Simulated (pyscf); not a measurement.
Hydrogen shift: `[O-][CH2][OH]` → `[O-][CH2][OH]`

Gas phase, singlet surface, charge -1. Bonds broken: O1–H2. Bonds formed: H2–O4. Single points on ωB97X-D3(BJ)/def2-SVPD structures (PySCF, gas phase). Correlated levels are frozen-core, on RHF or UHF. ΔMP2 is the change of the MP2 total energy from the triple- to the quadruple-zeta basis.

Transition state (Å):

```xyz
6

O     -0.2698     0.1146     0.8280
H     -1.5058     0.2474     0.9884
C     -0.8965    -0.1484    -0.3957
O     -2.2288     0.0472    -0.0159
H     -0.7030    -1.1917    -0.7623
H     -0.5725     0.5586    -1.2054
```

One imaginary mode, 1743i cm⁻¹; descent along it reached the two sides named.

```tsv
bond	change	reactant side (Å)	saddle	product side
O1–H2	breaks	0.965	1.253	2.148
H2–O4	forms	2.148	1.254	0.965
```

Electronic energies relative to the reactant's lowest minimum found (kcal/mol):

```
level                               barrier  reaction energy  reverse barrier
----------------------------------  -------  ---------------  ---------------
ωB97X-D3(BJ)/def2-TZVPD                19.9              0.0             19.9
PBE/def2-TZVPD                         17.1              0.0             17.1
r²SCAN/def2-TZVPD                      18.7              0.0             18.7
B3LYP-D3(BJ)/def2-TZVPD                20.6              0.0             20.6
PBE0-D3(BJ)/def2-TZVPD                 18.6              0.0             18.6
M06-2X/def2-TZVPD                      19.1              0.0             19.1
ωB97M-D3(BJ)/def2-TZVPD                19.7              0.0             19.7
HF/def2-TZVPD                          27.9              0.0             27.9
MP2/def2-QZVPPD                        17.9              0.0             17.9
CCSD/def2-TZVPPD                       20.7              0.0             20.7
CCSD(T)/def2-TZVPPD                    19.4              0.0             19.4
CCSD(T)/def2-TZVPPD + ΔMP2(QZVPPD)     19.5              0.0             19.5
```

With CCSD(T)/def2-TZVPPD + ΔMP2(QZVPPD) energies and thermal terms (ideal gas, 1 atm, RRHO with modes under 100 cm⁻¹ raised to 100, one conformer, R ln 2 for rigid chiral ones), in kcal/mol:

```json
[
 {"T (K)": "298", "ΔH‡": "16.8", "ΔG‡": "17.9", "ΔH": "0.0", "ΔG": "0.0"},
 {"T (K)": "600", "ΔH‡": "16.1", "ΔG‡": "19.2", "ΔH": "0.0", "ΔG": "0.0"},
 {"T (K)": "900", "ΔH‡": "15.7", "ΔG‡": "20.9", "ΔH": "0.0", "ΔG": "0.0"},
 {"T (K)": "1200", "ΔH‡": "15.3", "ΔG‡": "22.7", "ΔH": "0.0", "ΔG": "0.0"}
]
```

One saddle was located; it need not be the lowest between these sides. The CCSD(T) − MP2 part came from Ansatz, without density fitting, on the same reference.
